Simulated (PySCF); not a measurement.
BH6N. Atoms are numbered in the order given.

```xyz
8

B      0.0000     0.0000    -0.9299
N      0.0000     0.0000     0.7283
H      0.0000    -1.1673    -1.2413
H      1.0110     0.5837    -1.2413
H     -1.0110     0.5837    -1.2413
H     -0.8217    -0.4744     1.0916
H      0.0000     0.9488     1.0916
H      0.8217    -0.4744     1.0916
```
Charge 0, spin multiplicity 1.

Geometry optimised at B3LYP-D3(BJ)/def2-TZVP.

All values below come from PySCF 2.14.0 with TDA-PBE0/def2-TZVPD.

Vertical excitations; the highest root listed may be one member of a degenerate set. Isolated molecule, no solvent. State labels are in the subgroup Cs.

Task: List the lowest excited states. (Estimate from the structure and the level; the computed values follow.)

Result: 
```tsv
state	symmetry	energy (eV)	λ (nm)	f	main pairs
S1	A"	6.15	201	0.007	HOMO→LUMO (degenerate set)
S2	A'	6.15	201	0.007	HOMO−1→LUMO (degenerate set)
S3	A"	7.92	157	0.078	HOMO→LUMO+1 (degenerate set)
S4	A'	7.92	157	0.078	HOMO−1→LUMO+1 (degenerate set)
S5	A"	8.01	155	0.000	HOMO−1→LUMO+2 49 %, HOMO→LUMO+3 49 %
S6	A"	8.03	154	0.000	HOMO→LUMO+3, HOMO−1→LUMO+2 (degenerate set)
S7	A'	8.03	154	0.000	HOMO→LUMO+2, HOMO−1→LUMO+3 (degenerate set)
S8	A'	8.09	153	0.006	HOMO−1→LUMO+3 49 %, HOMO→LUMO+2 48 %
S9	A'	8.37	148	0.109	HOMO−2→LUMO 95 %
S10	A"	9.03	137	0.000	HOMO−1→LUMO+4 49 %, HOMO→LUMO+5 49 %
T1	A"	6.03	206	0	HOMO→LUMO (degenerate set)
T2	A'	6.03	206	0	HOMO−1→LUMO (degenerate set)
T3	A"	7.67	162	0	HOMO→LUMO+1 (degenerate set)
T4	A'	7.67	162	0	HOMO−1→LUMO+1 (degenerate set)
```
Triplets are in the Tamm–Dancoff approximation.
